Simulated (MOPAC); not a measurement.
MOPAC input (AM1):

```
AM1 FORCE THERMO(298,298) PRECISE LET CHARGE=-1 GEO-OK AUX(PRECISION=9) THREADS=1
H6N3OSi

N     1.09837304 1    1.13662422 1    0.88461533 1
Si    0.11956656 1    0.13099945 1    0.12255749 1
N    -0.72091400 1   -1.02342100 1    1.11786295 1
N     0.90014043 1   -0.83875034 1   -1.10180072 1
O    -1.26412796 1    0.87345233 1   -0.82455466 1
H     1.02328173 1    2.07340535 1    1.11112868 1
H    -1.37069632 1   -1.68330216 1    0.79365602 1
H    -0.69214467 1   -0.99665060 1    2.09891934 1
H     0.73120180 1   -1.79638997 1   -1.24091591 1
H     1.76074188 1   -0.57035318 1   -1.49411518 1
H    -1.49406183 1    0.37401963 1   -1.59290438 1
```

Output:

```
 *******************************************************************************
 **                                                                           **
 **                              MOPAC v23.2.5                                **
 **                                                                           **
 *******************************************************************************
 ** MOPAC's Digital Object Identifier: https://doi.org/10.5281/zenodo.6511958 **
 **                                                                           **
 ** Please cite the open-source release paper for use of this MOPAC version:  **
 ** J. E. Moussa and J. J. P. Stewart (2026)                                  **
 ** MOPAC: An open-source semiempirical molecular orbital program             **
 ** J. Open Source Softw., 11(119), 8025, https://doi.org/10.21105/joss.08025 **
 *******************************************************************************

                              AM1 CALCULATION RESULTS

 *******************************************************************************
 *  AM1        - The AM1 Hamiltonian to be used
 *  GEO-OK     - OVERRIDE INTERATOMIC DISTANCE AND OTHER SAFETY CHECKS
 *
 *
 *
 *                 CHARGE ON SYSTEM = -1
 *
 *
 *
 *  LET        - OVERRIDE SOME SAFETY CHECKS
 *  PRECISE    - TIGHTER CRITERIA TO BE USED
 *  FORCE      - FORCE CALCULATION SPECIFIED
 *  AUX        - OUTPUT AUXILIARY INFORMATION
 *  THERMO     - THERMODYNAMIC QUANTITIES TO BE CALCULATED
 *******************************************************************************
AM1 FORCE THERMO(298,298) PRECISE LET CHARGE=-1 GEO-OK AUX(PRECISION=9) THREADS=1
 H6N3OSi

   ATOM   CHEMICAL          X               Y               Z
  NUMBER   SYMBOL      (ANGSTROMS)     (ANGSTROMS)     (ANGSTROMS)

     1       N          1.09837304  *   1.13662422  *   0.88461533  *
     2      Si          0.11956656  *   0.13099945  *   0.12255749  *
     3       N         -0.72091400  *  -1.02342100  *   1.11786295  *
     4       N          0.90014043  *  -0.83875034  *  -1.10180072  *
     5       O         -1.26412796  *   0.87345233  *  -0.82455466  *
     6       H          1.02328173  *   2.07340535  *   1.11112868  *
     7       H         -1.37069632  *  -1.68330216  *   0.79365602  *
     8       H         -0.69214467  *  -0.99665060  *   2.09891934  *
     9       H          0.73120180  *  -1.79638997  *  -1.24091591  *
    10       H          1.76074188  *  -0.57035318  *  -1.49411518  *
    11       H         -1.49406183  *   0.37401963  *  -1.59290438  *

          CARTESIAN COORDINATES

    NO.       ATOM           X           Y           Z

     1         N          1.0984      1.1366      0.8846
     2        Si          0.1196      0.1310      0.1226
     3         N         -0.7209     -1.0234      1.1179
     4         N          0.9001     -0.8388     -1.1018
     5         O         -1.2641      0.8735     -0.8246
     6         H          1.0233      2.0734      1.1111
     7         H         -1.3707     -1.6833      0.7937
[...]
 VIBRATION         23   23A           ATOM PAIR      ENERGY CONTRIBUTION    RADIAL
 FREQUENCY          3575.77         N  3 -- H  8         +51.6% ( 73.5%)     97.9%
 TRANSITION DIPOLE   0.1871         N  3 -- H  7         +47.6% ( 70.6%)     97.4%
 TRAVEL (Ang.)       0.1903         Si 2 -- N  3          +0.8% (  8.9%)      0.0%
 REDUCED MASS        0.5209
 EFFECTIVE MASS      1.5253
 FORCE CONSTANT      3.9242

 VIBRATION         24   24A           ATOM PAIR      ENERGY CONTRIBUTION    RADIAL
 FREQUENCY          3618.59         N  4 -- H  9         +52.6% ( 71.4%)     98.0%
 TRANSITION DIPOLE   0.1024         N  4 -- H 10         +47.0% ( 67.5%)     97.4%
 TRAVEL (Ang.)       0.1955         Si 2 -- N  4          +0.3% (  5.8%)     93.8%
 REDUCED MASS        0.4874
 EFFECTIVE MASS      1.2349
 FORCE CONSTANT      3.7600

 VIBRATION         25   25A           ATOM PAIR      ENERGY CONTRIBUTION    RADIAL
 FREQUENCY          3627.83         N  3 -- H  7         +51.9% ( 70.9%)     97.9%
 TRANSITION DIPOLE   0.0962         N  3 -- H  8         +47.7% ( 67.9%)     97.4%
 TRAVEL (Ang.)       0.1954         Si 2 -- N  3          +0.3% (  5.8%)     98.9%
 REDUCED MASS        0.4869
 EFFECTIVE MASS      1.2347
 FORCE CONSTANT      3.7753

 VIBRATION         26   26A           ATOM PAIR      ENERGY CONTRIBUTION    RADIAL
 FREQUENCY          3654.88         O  5 -- H 11         +99.6% (100.0%)     99.9%
 TRANSITION DIPOLE   0.1280         Si 2 -- O  5          +0.4% (  6.1%)     16.6%
 TRAVEL (Ang.)       0.1395
 REDUCED MASS        0.9480
 EFFECTIVE MASS      1.3846
 FORCE CONSTANT      7.4611

 VIBRATION         27   27A           ATOM PAIR      ENERGY CONTRIBUTION    RADIAL
 FREQUENCY          3660.37         N  1 -- H  6         +99.2% (100.0%)     99.7%
 TRANSITION DIPOLE   0.1233         N  1 -- Si 2          +0.8% (  8.7%)     57.8%
 TRAVEL (Ang.)       0.1401
 REDUCED MASS        0.9391
 EFFECTIVE MASS      1.4437
 FORCE CONSTANT      7.4137

      SYMMETRY NUMBER FOR POINT-GROUP C1  =  1

          SYSTEM IS A GROUND STATE

 H6N3OSi

          MOLECULE IS NOT LINEAR

          THERE ARE 27 GENUINE VIBRATIONS IN THIS SYSTEM
          THIS THERMODYNAMICS CALCULATION IS LIMITED TO
          MOLECULES WHICH HAVE NO INTERNAL ROTATIONS

                    CALCULATED THERMODYNAMIC PROPERTIES
                                          *
   TEMP. (K)   PARTITION FUNCTION   H.O.F.    ENTHALPY  HEAT CAPACITY ENTROPY
                                   KCAL/MOL   CAL/MOLE    CAL/K/MOL  CAL/K/MOL

 298.00  VIB.     0.1543D+03                  3707.3621    23.4337    22.4535
         ROT.     0.1238D+06                   888.2803     2.9808    26.2842
         INT.     0.1910D+08                  4595.6424    26.4145    48.7377
         TRA.     0.8552D+27                  1480.4672     4.9680    39.4722
         TOT.                     -124.347    6076.1096    31.3825    88.2099

   *: NOTE: HEATS OF FORMATION ARE RELATIVE TO THE
            ELEMENTS IN THEIR STANDARD STATE AT 298K
              (=  Standard Enthalpy of Formation).

            Hvib:  Zero-point energy is not included.
                   frequencies of less than zero cm-1 are not included.
            Hrot = (3/2)RT
            Htra = (3/2)RT + pV = (5/2)RT

            Heat capacity is Cp, not Cv

          For more information, see: HTTP://OpenMOPAC.net/Manual/thermochemistry.html

           FORCE CONSTANT IN CARTESIAN COORDINATES (Millidynes/A)

    ATOM   CHEMICAL       X               Y               Z
   NUMBER   SYMBOL  FORCE CONSTANT  FORCE CONSTANT  FORCE CONSTANT

      1       N       10.448734        0.614621        4.041254
      2      Si       10.152021        5.558511        5.153805
      3       N       10.038433       10.004234        0.840210
      4       N        7.448206        5.636980        7.744452
      5       O        6.401339        2.327706        3.024250
      6       H        3.868800        0.293897        3.569686
      7       H        7.111155        1.109669        0.041863
      8       H        2.688133        5.473047        0.128572
      9       H        4.648477        1.286875        2.349542
     10       H        2.433917        3.413653        2.437730
     11       H        5.723931        1.460061        0.867129

 **********************
 *                    *
 * JOB ENDED NORMALLY *
 *                    *
 **********************

 == MOPAC DONE ==
```

The dipole moment of an ion depends on the origin.
